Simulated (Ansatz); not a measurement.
`COCCOCCOCCOCCCCCC[SeH]` with charge -1. Total charge -1; doublet. Geometry PBE-D4/def2-SVP, that of the neutral singlet; atoms count from 1.

```xyz
46

C    -2.778    4.802   -1.011
O    -2.340    3.534   -1.435
C    -1.373    2.936   -0.604
C    -1.810    2.674    0.834
O    -2.995    1.908    0.833
C    -3.507    1.642    2.132
C    -2.832    0.479    2.860
O    -3.215   -0.796    2.364
C    -2.575   -1.233    1.173
C    -1.170   -1.790    1.402
O    -0.185   -0.787    1.639
C     0.457   -0.305    0.469
C     1.635   -1.176    0.029
C     2.348   -0.621   -1.208
C     3.606   -1.395   -1.622
C     3.346   -2.823   -2.110
C     4.603   -3.591   -2.514
Se    5.887   -3.947   -1.044
H    -3.401    5.224   -1.825
H    -3.404    4.759   -0.088
H    -1.928    5.505   -0.820
H    -0.434    3.548   -0.561
H    -1.120    1.970   -1.090
H    -0.968    2.159    1.359
H    -1.976    3.637    1.381
H    -3.441    2.561    2.768
H    -4.582    1.396    2.000
H    -1.725    0.597    2.862
H    -3.169    0.502    3.919
H    -3.210   -2.057    0.780
H    -2.558   -0.430    0.402
H    -1.192   -2.440    2.303
H    -0.885   -2.435    0.535
H    -0.270   -0.188   -0.372
H     0.823    0.717    0.710
H     2.347   -1.257    0.879
H     1.270   -2.208   -0.167
H     1.634   -0.584   -2.063
H     2.632    0.437   -1.012
H     4.318   -1.434   -0.767
H     4.129   -0.834   -2.428
H     2.668   -2.791   -2.995
H     2.801   -3.403   -1.334
H     4.356   -4.564   -2.980
H     5.205   -3.018   -3.250
H     4.977   -4.880   -0.328
```

Single mean-field runs in def2-TZVP are fitted with def2-universal-jkfit. The highest occupied level of the charge -1 doublet lies above zero (up to 2.55 eV). By energy differences it is unbound by 1.40 eV (vertical, to the charge 0 singlet, at PBE0-D4/def2-TZVP) and held by the finite basis.

Question: Estimate the Mulliken populations of the heavy atoms from the PBE0/def2-TZVP orbitals of Ansatz.

Answer: 
```
atom  charge (e)  spin (α − β)
  C1       -0.10         -0.13
  O2       -0.28          0.00
  C3        0.10         -0.12
  C4       -0.02         -0.07
  O5       -0.29          0.00
  C6        0.03         -0.03
  C7       -0.10          0.00
  O8       -0.30          0.00
  C9       -0.05         -0.01
 C10       -0.03          0.00
 O11       -0.30          0.00
 C12        0.03         -0.09
 C13       -0.23          0.02
 C14       -0.08         -0.07
 C15       -0.19          0.02
 C16       -0.19          0.02
 C17        0.09         -0.27
Se18       -0.48          0.32
```
Mulliken values and Mayer orders depend strongly on the basis.

Question: Where does the spin sit?

Answer: Summed by element: C -0.74, O 0.01, Se 0.32, H 1.41, of 1 unpaired in all. Largest on single atoms: Se18 0.32, C17 -0.27, H46 0.22.

Question: And the Mayer bond orders between bonded heavy atoms (over 0.3)?

Answer: C1–O2 1.00 (1.41 Å); O2–C3 1.02 (1.41 Å); C3–C4 1.03 (1.53 Å); C4–O5 0.97 (1.41 Å); O5–C6 0.98 (1.42 Å); C6–C7 1.00 (1.53 Å); C7–O8 1.00 (1.42 Å); O8–C9 1.00 (1.42 Å); C9–C10 1.01 (1.53 Å); C10–O11 0.96 (1.43 Å); O11–C12 0.94 (1.42 Å); C12–C13 1.04 (1.53 Å); C13–C14 1.01 (1.53 Å); C14–C15 0.97 (1.53 Å); C15–C16 1.03 (1.53 Å); C16–C17 0.96 (1.53 Å); C17–Se18 0.61 (1.98 Å).
